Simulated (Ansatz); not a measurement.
Mulliken charges of H₄INO₂Si (`N[Si](O)(O)I`) from r2SCAN/def2-TZVPP in Ansatz (PBE0-D4/def2-TZVP geometry).

```csv
atom,x (Å),y (Å),z (Å),charge (e)
N1,0.152,1.119,-0.849,-0.425
Si2,-0.050,-0.283,0.076,0.699
O3,1.390,-1.011,0.312,-0.389
O4,-0.821,0.215,1.424,-0.401
I5,-1.388,-2.076,-0.936,-0.237
H6,-0.594,1.796,-0.884,0.168
H7,0.661,1.081,-1.717,0.162
H8,2.083,-0.448,0.666,0.208
H9,-1.344,-0.440,1.890,0.215
```

By hand: the dipole of these point charges (1 e Å = 4.8032 D).

Σ q r = (0.170, 0.415, 0.062) e Å, of length 0.453 e Å = 2.18 D.

How does the dipole of the full density compare? (An estimate is asked.)

Computed: (0.144, 0.399, 0.042) e Å, 2.05 D; the point charges give 1.06 times that, at 3° from its direction.

Point charges leave out the atoms' own dipoles, such as those of lone pairs, and Mulliken's split depends on the basis, so the close match here is no proof of good charges.
